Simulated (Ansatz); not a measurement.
Start from `C[Si](O)(Cl)Br` and change one atom or group to get `C[Si](O)(Cl)C#N`.

Ansatz, PBE0-D4/def2-TZVP geometries, multiplicity 1. Each molecule was computed in one conformer, which needn't be the lowest.

Scalar relativity is left out up to krypton.

```json
{"property": "LUMO energy (PBE0/def2-TZVPP) / eV", "`C[Si](O)(Cl)Br`": "0.40"}
{"property": "HOMO energy (PBE/def2-TZVPP) / eV", "`C[Si](O)(Cl)Br`": "-7.14"}
{"property": "LUMO energy (PBE/def2-TZVPP) / eV", "`C[Si](O)(Cl)Br`": "-0.55"}
{"property": "LUMO energy (B3LYP/def2-TZVPP) / eV", "`C[Si](O)(Cl)Br`": "0.09"}
{"property": "size of the dipole moment (PBE/def2-TZVPP) / D", "`C[Si](O)(Cl)Br`": "1.09"}
{"property": "HOMO–LUMO gap (B3LYP/def2-TZVPP) / eV", "`C[Si](O)(Cl)Br`": "8.30"}
```

Q: What does the change do to each property? (Best estimate.)

A: The calculation gave: 
```
                                      property  `C[Si](O)(Cl)C#N`  shift
            LUMO energy (PBE0/def2-TZVPP) / eV              -0.74  -1.14
             HOMO energy (PBE/def2-TZVPP) / eV              -8.05  -0.91
             LUMO energy (PBE/def2-TZVPP) / eV              -1.70  -1.15
           LUMO energy (B3LYP/def2-TZVPP) / eV              -0.97  -1.06
size of the dipole moment (PBE/def2-TZVPP) / D               3.01   1.92
         HOMO–LUMO gap (B3LYP/def2-TZVPP) / eV               8.28  -0.02
```

With PBE0 the HOMO falls by 1.02 eV and the LUMO falls by 1.14 eV, so the gap narrows by about 0.12 eV. PBE moves the HOMO by -0.91 eV and ωB97M-V by -1.09 eV. Dipoles are sizes alone; their direction can turn.

B3LYP here is the variant with VWN-RPA as its local correlation; programs differ in this.

Spin–orbit coupling is left out; it splits and shifts lone-pair levels of the heavy atoms by tenths of an eV.
